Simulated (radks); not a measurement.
Question: These are the eigenvalues of the occupied orbitals of an atom or ion with whole-number occupations (hartree). All-electron calculation, non-relativistic Kohn-Sham, PBE, spin-polarised, spherical densities, point nucleus. Program: a radial shooting solver on a logarithmic mesh with Libxc functionals.

1s up: -12.20255
1s down: -12.16227
2s up: -2.11998

Which element is it, and in what charge state? The configuration may be excited. Open shells, if any, are filled with parallel spins first.

Answer: Z = 6, carbon, charge +3: C3+ in [He] 2s1. The list shows which subshells hold electrons but not how many an open one holds; the 1s level, -12.203 hartree, gives Z - s = 4.9 by -(Z - s)^2/2, which with screening narrows Z to a few neighbours, and the depths of the outer levels then fix element, charge and occupations together.
